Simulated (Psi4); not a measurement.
C₂H₉AsIn (SMILES [CH3][In+]([CH3])<-[AsH3]), charge +1, singlet, geometry from GFN2-xTB (such geometries of metal compounds can be far from the true shape) (all electrons, no relativity); CAM-B3LYP/STO-3G run with Psi4.

Input for Psi4:
```
memory 2 GB

molecule mol {
1 1
In    0.014481    1.007418    0.390691
C     1.765547    1.721581   -0.864279
H     2.603607    1.059787   -0.646092
H     1.991096    2.751679   -0.590602
H     1.462318    1.645594   -1.908337
C    -1.727801    0.723352    1.817329
H    -2.598762    0.471843    1.212449
H    -1.880360    1.651993    2.366035
H    -1.461268   -0.094284    2.486848
As   -0.028756   -1.921173   -0.748905
H     0.488872   -3.079445    0.031212
H     0.672315   -2.377431   -1.980691
H    -1.264896   -2.664097   -1.119100
}

set {
  basis sto-3g
  reference rks
  scf_type pk
  puream true
  d_convergence 1e-8
  dft_radial_points 99
  dft_spherical_points 590
}

energy('cam-b3lyp')
print_variables()
```

### Question
Predict the main parts of the log of this Psi4 run.

### Answer

```
   => Loading Basis Set <=

    Name: STO-3G
    Role: ORBITAL
    Keyword: BASIS

         ---------------------------------------------------------
                                   SCF
               by Justin Turney, Rob Parrish, Andy Simmonett
                          and Daniel G. A. Smith
                              RKS Reference
         ---------------------------------------------------------

  ==> Geometry <==

    Molecular point group: c1
    Full point group: C1

    Geometry (in Angstrom), charge = 1, multiplicity = 1:

       Center              X                  Y                   Z               Mass
    ------------   -----------------  -----------------  -----------------  -----------------
         IN           0.014591128495     1.005090625419     0.390377327825   114.903878776000
         C            1.765657128495     1.719253625419    -0.864592672175    12.000000000000
         H            2.603717128495     1.057459625419    -0.646405672175     1.007825032230
         H            1.991206128495     2.749351625419    -0.590915672175     1.007825032230
         H            1.462428128495     1.643266625419    -1.908650672175     1.007825032230
         C           -1.727690871505     0.721024625419     1.817015327825    12.000000000000
         H           -2.598651871505     0.469515625419     1.212135327825     1.007825032230
         H           -1.880249871505     1.649665625419     2.365721327825     1.007825032230
         H           -1.461157871505    -0.096611374581     2.486534327825     1.007825032230
         AS          -0.028645871505    -1.923500374581    -0.749218672175    74.921594570000
         H            0.488982128495    -3.081772374581     0.030898327825     1.007825032230
         H            0.672425128495    -2.379758374581    -1.981004672175     1.007825032230
         H           -1.264785871505    -2.666424374581    -1.119413672175     1.007825032230

  Running in c1 symmetry.

  Rotational constants: A =      0.09879  B =      0.03127  C =      0.02413 [cm^-1]
  Rotational constants: A =   2961.62541  B =    937.45971  C =    723.41491 [MHz]
  Nuclear repulsion =  629.482659568540839

  Charge       = 1
  Multiplicity = 1
  Electrons    = 102
  Nalpha       = 51
  Nbeta        = 51

  ==> Algorithm <==

  SCF Algorithm Type is PK.
  DIIS enabled.
  MOM disabled.
  Fractional occupation disabled.
  Guess Type is SAD.
  Energy threshold   = 1.00e-06
  Density threshold  = 1.00e-08
[...]
   @RKS iter   6: -7976.15099317360455   -3.03607e-06   3.22672e-06 DIIS
   @RKS iter   7: -7976.15099325968276   -8.60782e-08   5.26806e-07 DIIS
   @RKS iter   8: -7976.15099326289510   -3.21234e-09   1.04069e-07 DIIS
   @RKS iter   9: -7976.15099326302061   -1.25510e-10   3.13749e-08 DIIS
   @RKS iter  10: -7976.15099326304244   -2.18279e-11   1.43841e-08 DIIS
   @RKS iter  11: -7976.15099326303152    1.09139e-11   1.45842e-09 DIIS
  Energy and wave function converged.

  ==> Post-Iterations <==

   Electrons on quadrature grid:
      Ntotal   =  101.9999991341 ; deviation = -8.659e-07

    Orbital Energies [Eh]
    ---------------------

    Doubly Occupied:

[...]
    Virtual:

[...]
      64A      0.401180

    Final Occupation by Irrep:
              A
    DOCC [    51 ]
    NA   [    51 ]
    NB   [    51 ]

  @RKS Final Energy: -7976.15099326303152

   => Energetics <=

    Nuclear Repulsion Energy =            629.4826595685408392
    One-Electron Energy =              -12309.1309277878990542
    Two-Electron Energy =                3902.0516334206927240
    DFT Exchange-Correlation Energy =    -198.5543584643665724
    Empirical Dispersion Energy =           0.0000000000000000
    VV10 Nonlocal Energy =                  0.0000000000000000
    Total Energy =                      -7976.1509932630315234

Computation Completed

Properties will be evaluated at   0.000000,   0.000000,   0.000000 [a0]

Properties computed using the SCF density matrix

 Multipole Moments:

 ------------------------------------------------------------------------------------
     Multipole            Electronic (a.u.)      Nuclear  (a.u.)        Total (a.u.)
 ------------------------------------------------------------------------------------

 L = 1.  Multiply by 2.5417464519 to convert [e a0] to [Debye]
 Dipole X            :         -0.0226374            0.0214715           -0.0011659
 Dipole Y            :          0.3883911           -0.4529855           -0.0645943
 Dipole Z            :          0.0440142           -0.0610235           -0.0170093
 Magnitude           :                                                    0.0668065

 ------------------------------------------------------------------------------------

  Variable Map:
  ----------------------------------------------------------------------------
[...]
  Array Variable Map:
  ----------------------------------------------------------------------------
[...]
[...]
```
